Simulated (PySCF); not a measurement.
## Predicted spectroscopic data

Equivalent nuclei averaged, one conformer, no relativistic terms, in vacuum. Geometry from GFN2-xTB; NMR shieldings at PBE0/pcSseg-1/GIAO; PySCF 2.14.

δ = σ(ref) − σ, references computed at the same level: ¹H and ¹³C vs TMS. Where no couplings were computed, multiplicities follow the n + 1 count of equivalent neighbours, and m marks all less simple cases (inequivalent or close neighbours, rings, F or P nearby). Shifts are as computed. Against solution values, carbons near 30 ppm lie about +3 ppm off and those near 130 ppm about +5 ppm. Of 1211 compounds with measured shifts, 218 miss one by over three times the rms of a fit or turn the order of signals round; such compounds aren't used in these exercises.

Compound 1 (C₁₀H₁₂). ¹H NMR (500 MHz, computed): δ 7.51 (d, 1H), 7.36 (s, 1H), 7.29 (d, 1H), 3.51 (s, 2H), 2.72 (sept, 1H), 1.28 (d, 6H). ¹³C{¹H} NMR (computed): δ 157.3 (C), 134.8 (C), 131.6 (C), 131.0 (CH), 119.1 (CH), 118.8 (CH), 40.7 (CH), 27.7 (CH3), 23.0 (CH2). Structure: `CC(C)c1ccc2c(c1)C2`.

Compound 2 (C₁₀H₁₂). ¹H NMR (500 MHz, computed): δ 6.61 (m, 1H), 6.03 (m, 1H), 5.44 (m, 1H), 5.25 (m, 1H), 2.56 (s, 1H), 2.37 (m, 1H), 2.33 (m, 1H), 2.21 (m, 1H), 2.05 (m, 1H), 1.99 (m, 1H), 1.64 (m, 1H), 1.28 (m, 1H). ¹³C{¹H} NMR (computed): δ 153.4, 145.7, 125.9, 120.1, 89.7, 85.3, 45.3, 39.9, 32.4, 30.8. Structure: SMILES C#CC1=CCC[C@@H](C=C)C1.
